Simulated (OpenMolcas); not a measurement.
**As3+: effect of the active space**

```
Program             : OpenMolcas
Method              : MS-CASPT2 or its RAS form, IPEA 0.25 Eh, imaginary shift 0.1 Eh
Basis               : ANO-RCC-VQZP
Scalar Hamiltonian  : DKH2, point nucleus
Spin-orbit coupling : RASSI with atomic mean-field integrals over the reference wave functions, term energies averaged over their components
```

A. 2 electrons in 4 orbitals (4s 4p); 2S+1 = 3 even, 3 roots; 2S+1 = 1 even, 7 roots; 2S+1 = 3 odd, 3 roots; 2S+1 = 1 odd, 3 roots; closed shells correlated: 3d; CASPT2 step roughly 2 core-seconds
B. 2 electrons in 8 orbitals (4s 4p 5s 5p); 2S+1 = 3 even, 3 roots; 2S+1 = 1 even, 7 roots; 2S+1 = 3 odd, 3 roots; 2S+1 = 1 odd, 3 roots; closed shells correlated: 3d; CASPT2 step about 3 core-seconds
C. 2 electrons in 9 orbitals (RAS2 4s 4p; RAS3 4d, at most 2 electrons); 2S+1 = 3 even, 3 roots; 2S+1 = 1 even, 7 roots; 2S+1 = 3 odd, 3 roots; 2S+1 = 1 odd, 3 roots; closed shells correlated: 3d; CASPT2 step of the order of 5 core-seconds

Energies in cm⁻¹ above 4s² ¹S₀, the measured ground level; measured values from Moore, Atomic Energy Levels, vol. II, NSRDS-NBS 35 (1971 reprint of NBS Circular 467, 1952).

```
     Level       A       B       C  Measured
   4s² ¹S₀     0.0     0.0     0.0       0.0
4s 4p ³P°₀   73590   73660   73530          
4s 4p ³P°₁   74590   74660   74530     76962
4s 4p ³P°₂   76740   76810   76680     79492
4s 4p ¹P°₁  113130  112940  112220    112022
```

Deviations, from unrounded energies. A percentage is the sum of absolute deviations over the sum of measured energies, with the sign that they share, or ± where signs differ.

| Against measurement | Levels | A | B | C |
| --- | --- | --- | --- | --- |
| mean absolute deviation (cm-1) | 3 | 2100 | 2000 | 1800 |
| other configurations (%) | 3 | ±2.3 | ±2.2 | ±2.0 |

C lies closest to measurement on these levels and A furthest from it. The largest miss of C in the table is 4s 4p ³P°₂, by -2800 cm-1. The ranking rests on the paired levels alone, and a cruder setting can come out closer through cancelling errors.

Among A to C the level of the table that moves most is 4s 4p ¹P°₁, by 910 cm-1 (lowest in C, highest in A). Moves below CASPT2's spread within the term are not significant.

Over all roots computed the reference weight is 0.93 to 0.99 in A, 0.91 to 0.99 in B; the roots of lowest weight are the least certain, and an intruder state may touch them. Active for correlation alone: 5p 5s; no level in the range computed is led by a configuration that fills them, so any true level of that kind is missing (holds for B). Active for correlation alone: 4d; no level in the range computed is led by a configuration that fills it, so any true level of that kind is missing (holds for C). Measured partners are found by configuration, term and J. A level has none where our copy of the source lacks it or the pairing is in doubt (some pairs that miss far off the trend of their configuration count as doubtful), and it then counts in no deviation. Only configurations of the active space appear. Levels that lie high or do not pair safely by name in every column are left out.

° marks odd parity.
